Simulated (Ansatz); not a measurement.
Abstraction of H: C4H10 + GeH(CH3)(SeH) → C4H9 + GeH2(CH3)(SeH)

Species: C4H10 (butane) `CCCC`, singlet; GeH(CH3)(SeH), doublet; C4H9 (2-butyl radical) `C[CH]CC`, doublet; GeH2(CH3)(SeH), singlet. A radical takes H: the energy is the difference in strength between the C–H bond broken and the Ge–H bond made.

Shapes, held fixed at every level: PBE0-D4/def2-TZVP. Flexible molecules stand in one conformer, not always the lowest. Programs: Ansatz 0.2.0. The zero-point and thermal change to 298 K, harmonic and unscaled (PBE0-D4/def2-TZVP), is -14.9 kJ/mol.

Task: Estimate ΔH(298 K) of this reaction.

Result: The highest level, CCSD(T)/def2-TZVPP, gives ΔH(298 K) = +62.7 kJ/mol; the levels span +36.9 to +72.6. The column of differences is taken from that level and isn't an error. No measured value is set beside it here. Open shells run unrestricted. Relativity is left out for Ge, Se. Outer-core shells of Ge, Se are correlated in most correlated rows, in sets that cover them unevenly.

```csv
level,kind,ΔH(298 K) (kJ/mol),less CCSD(T)/def2-TZVPP
MP2/def2-SVP,perturbation theory,+72.6,+9.9
HF/def2-SVP,Hartree–Fock,+36.9,-25.8
HF/def2-TZVPP,Hartree–Fock,+38.3,-24.4
r2SCAN-D4/def2-TZVPP,meta-GGA,+56.5,-6.2
B2PLYP/def2-TZVPP,double hybrid,+64.6,+1.9
CCSD/def2-SVP,coupled cluster or CI,+63.1,+0.4
CCSD/def2-TZVPP,coupled cluster or CI,+59.0,-3.7
CCSD(T)/def2-TZVPP,coupled cluster or CI,+62.7,0.0
```
